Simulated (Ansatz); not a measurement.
Two members of one family (Series SiMe2X2), computed with Ansatz in the gas phase. Binding counts from free atoms in the multiplicity of their measured ground term, without zero-point energy. A dash marks a value that wasn't run or was left out as unsound. The structures are stationary points that may keep the symmetry of their start.

First: SiMe2(SiMe3)2 (singlet, charge 0, PBE-D4/def2-SVP geometry).

Cartesian coordinates in Å:
```
Si -0.209 -0.937 0.294
C -1.967 -1.625 0.595
H -2.737 -0.852 0.393
H -2.090 -1.961 1.645
H -2.173 -2.491 -0.067
C 1.065 -2.318 0.644
H 0.985 -2.675 1.692
H 2.101 -1.955 0.484
H 0.903 -3.189 -0.025
Si 0.154 0.887 1.746
C 1.677 1.885 1.196
C -1.373 2.021 1.730
C 0.437 0.258 3.520
H 1.885 2.712 1.907
H 1.522 2.332 0.192
H 2.583 1.247 1.145
H -1.586 2.398 0.709
H -2.274 1.479 2.083
H -1.222 2.898 2.394
H -0.433 -0.327 3.882
H 1.332 -0.397 3.576
H 0.593 1.105 4.221
Si -0.002 -0.240 -1.950
C -0.967 1.376 -2.233
C 1.833 0.050 -2.359
C -0.689 -1.579 -3.114
H -0.917 1.687 -3.298
H -0.552 2.203 -1.620
H -2.036 1.260 -1.963
H 2.279 0.820 -1.697
H 2.420 -0.884 -2.234
H 1.955 0.389 -3.409
H -0.143 -2.537 -2.988
H -1.763 -1.772 -2.915
H -0.590 -1.269 -4.176
```

```csv
level,HOMO (eV),LUMO (eV),gap (eV),vertical IE (eV),binding per atom (eV)
PBE-D4/def2-SVP,-5.39,-0.02,5.38,7.72,3.99
PBE-D4/def2-TZVP,-5.46,-0.41,5.06,–,3.97
r2SCAN-D4/def2-TZVP,-5.66,-0.10,5.55,–,3.94
PBE0-D4/def2-SVP,-6.49,0.74,7.23,8.03,3.96
PBE0-D4/def2-TZVP,-6.51,0.37,6.88,–,3.94
```

Second: Si(tBu)2Me2 (singlet, charge 0, PBE-D4/def2-SVP geometry).

```xyz
35

Si   -0.453    0.389    0.344
C     1.407    0.226    0.894
C     1.872   -1.241    0.902
C     1.520    0.786    2.328
C     2.325    1.053   -0.026
H     2.903   -1.319    1.317
H     1.220   -1.886    1.528
H     1.900   -1.678   -0.117
H     0.942    0.185    3.059
H     1.166    1.836    2.401
H     2.583    0.777    2.661
H     2.055    2.128   -0.026
H     2.299    0.701   -1.077
H     3.382    0.980    0.319
C    -0.947   -0.621   -1.244
C    -1.079   -2.123   -0.920
C     0.072   -0.428   -2.382
C    -2.320   -0.101   -1.718
H    -1.398   -2.685   -1.826
H    -0.124   -2.567   -0.577
H    -1.838   -2.312   -0.135
H     1.061   -0.863   -2.136
H     0.226    0.643   -2.631
H    -0.284   -0.931   -3.310
H    -2.278    0.959   -2.043
H    -3.098   -0.180   -0.929
H    -2.677   -0.698   -2.588
C    -0.808    2.229    0.029
H    -1.899    2.415   -0.042
H    -0.343    2.589   -0.912
H    -0.418    2.856    0.856
C    -1.562   -0.191    1.774
H    -1.505    0.511    2.630
H    -1.276   -1.197    2.143
H    -2.624   -0.241    1.456
```

Estimate how these quantities change from the first to the second (second minus first).


```
              level  Δ HOMO (eV)  Δ LUMO (eV)  Δ gap (eV)  Δ vertical IE (eV)  Δ binding per atom (eV)
    PBE-D4/def2-SVP        -0.50         0.42        0.92                0.59                     0.19
   PBE-D4/def2-TZVP        -0.51         0.33        0.83                   –                     0.17
r2SCAN-D4/def2-TZVP        -0.52         0.59        1.11                   –                     0.15
   PBE0-D4/def2-SVP        -0.62         0.50        1.12                0.67                     0.18
  PBE0-D4/def2-TZVP        -0.62         0.35        0.97                   –                     0.16
```
